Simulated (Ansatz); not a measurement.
The molecule CuF, closed-shell singlet (the spin of the measured ground state). No spin–orbit coupling. Cu is treated without relativity.

The constants come from a fifth-degree fit in 1/R (seven points, main isotopes). In def2 and cc sets the state is the lowest found near the PBE0 minimum, followed along R. The singlet is held restricted. HF and MP2 rows in def2 and cc sets belong to the determinant that coupled cluster picked by its CCSD energy.

Correlated levels freeze the inner cores; with def2 sets outer-core shells near the valence are correlated too. CBS(a, b) extrapolates the correlation energy as X⁻³ and adds the Hartree–Fock energy of set b.

The values were computed with Ansatz (a quantum-chemistry and plane-wave program) with Gaussian orbitals. Values without a source in brackets are computed.

Q: What bond length and harmonic frequency does B97M-V/def2-TZVPP give, and what D_e (from each atom's lowest state at the same level)?

A: r_e = 1.741 Å, ω_e = 627 cm⁻¹, D_e = 4.10 eV.

Q: What bond length and harmonic frequency does MP2/def2-TZVPP give?

A: r_e = 1.748 Å, ω_e = 605 cm⁻¹.

Q: What bond length and harmonic frequency does CCSD(T)/CBS(def2-TZVPP, def2-QZVPP) give, and what D_e (from each atom's lowest state at the same level)?

A: r_e = 1.747 Å, ω_e = 621 cm⁻¹, D_e = 4.29 eV.

Measured for the ground state: r_e 1.7449 Å [microwave values compiled in ACS Omega 2, 8373 (2017)]. ω_e 622.65 cm-1, ω_e x_e 3.95 cm-1, B_e 0.3794 cm-1, α_e 0.0032298 cm-1 [NIST CCCBDB]. dipole 5.26 D [compilation of Liu, Meijer and Pérez-Ríos].
